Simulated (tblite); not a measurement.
Species: C8H12NP.
Z-matrix (Å and degrees, GFN2-xTB geometry), rows numbered from 1:
```
C 
C   1  1.5290
C   2  1.5087  1  110.43
P   3  1.7541  2  113.67  1    98.45
C   4  1.7360  3   98.89  2  -177.18
N   5  1.3088  4  127.86  3     0.67
C   6  1.3216  5  122.99  4    -0.86
C   7  1.4990  6  113.95  5   179.57
C   3  1.3887  2  122.63  1   -78.96
C   9  1.5029  3  121.74  2    -3.34
H   1  1.0887  2  109.79  3   -57.74
H   1  1.0876  2  110.43  3  -177.47
H   1  1.0873  2  111.03  3    61.89
H   2  1.0938  1  108.53  3   118.83
H   2  1.0917  1  110.21  3  -123.71
H   5  1.0866  4  117.51  3  -179.74
H   8  1.0861  7  108.65  6    -4.50
H   8  1.0886  7  111.07  6  -124.72
H   8  1.0895  7  110.85  6   115.06
H  10  1.0901  9  109.99  3   113.36
H  10  1.0839  9  112.49  3    -7.34
H  10  1.0891  9  110.08  3  -128.20
```

Level: GFN2-xTB in tblite, geometry and Hessian alike; calculated harmonic values, unscaled, isolated species. Against measured fundamentals such values can be off by several per cent, at times by over 20. One conformer, not necessarily the lowest.

Harmonic wavenumbers (cm⁻¹): 59.3, 91.0, 110.9, 130.8, 183.5, 198.9, 225.9, 303.8, 318.5, 377.8, 397.2, 403.5, 419.8, 447.7, 546.2, 632.5, 650.7, 715.4, 799.5, 814.5, 834.4, 884.7, 973.9, 1005.0, 1009.0, 1011.9, 1025.6, 1074.7, 1101.6, 1129.2, 1175.7, 1234.9, 1250.2, 1313.6, 1335.0, 1375.1, 1390.3, 1404.4, 1409.6, 1448.1, 1468.8, 1475.7, 1482.4, 1489.2, 1496.3, 1504.3, 1507.2, 1537.6, 2952.9, 2973.0, 2992.9, 2996.8, 3000.8, 3014.2, 3019.4, 3024.4, 3032.9, 3042.5, 3064.0, 3082.1.

A = 1523, B = 1101, C = 685.5 MHz; mass 153.071 u (most abundant isotopes); point group C1, symmetry number 1.

Problem. What is the zero-point energy?

Solution. Half the sum of the wavenumbers: 39686 cm⁻¹ = 113.47 kcal/mol.

Problem. Give the ideal-gas entropy at 273.15 K and 1 bar in the rigid-rotor, harmonic-oscillator model (classical rotation).

Solution. Translation 40.58, rotation 29.75, vibration 28.45: S = 98.8 cal/(mol K).

Problem. And Cp and H(273.15 K) − H(0)?

Solution. Cp = 39.82 cal/(mol K), of which vibrations give 31.87 (their classical limit is 60 R = 119.2); H(273.15 K) − H(0) = 6.49 kcal/mol without the zero-point energy, 4.31 from vibrations.

Problem. Blend soft modes into free rotors: weight 1/[1 + (100 cm⁻¹/ν̃)⁴] for the oscillator and the rest for a rotor with moment μB/(μ + B), μ = h/(8π²ν), B = 10⁻⁴⁴ kg m². What vibrational entropy results?

Solution. 26.99 cal/(mol K) in place of 28.45, which changes −T·S at 273.15 K by +0.40 kcal/mol.

Problem. Which modes carry the vibrational entropy at 273.15 K?

Solution. 59.3 cm⁻¹: 4.31; 91.0 cm⁻¹: 3.47; 110.9 cm⁻¹: 3.08; 130.8 cm⁻¹: 2.77; 183.5 cm⁻¹: 2.13; 198.9 cm⁻¹: 1.98 cal/(mol K); the other 54 give 10.71 together.

Problem. How do the functions run with temperature in this model?

Solution. 
```csv
T (K),S (cal/(mol K)),Cp (cal/(mol K)),H − H(0) (kcal/mol),G − H(0) (kcal/mol),ln q(vib)
100,70.4,19.7,1.30,-5.73,1.47
200,87.7,31.5,3.88,-13.67,4.25
300,102.7,42.9,7.60,-23.20,7.15
500,129.8,64.2,18.40,-46.49,12.98
800,165.0,85.5,41.14,-90.88,21.47
1000,185.2,94.8,59.22,-125.94,26.79
```

q(vib) and H(0) count from the zero-point level.

Problem. What must be added to the electronic energy to get the Gibbs energy at 273.15 K and 1 bar?

Solution. ZPE + [H(273.15 K) − H(0)] − T·S = 113.47 + 6.49 − 26.98 = 92.98 kcal/mol.

Hindered rotation and anharmonicity are outside this model. Other conformers, if any are populated, would add a mixing term that is left out. The structure is chiral; the term R ln 2 for an equal mix with its mirror image is left out.

Run on one thread of an Arm Neoverse V2, shared host. This covers the Hessian and the dipole derivatives.
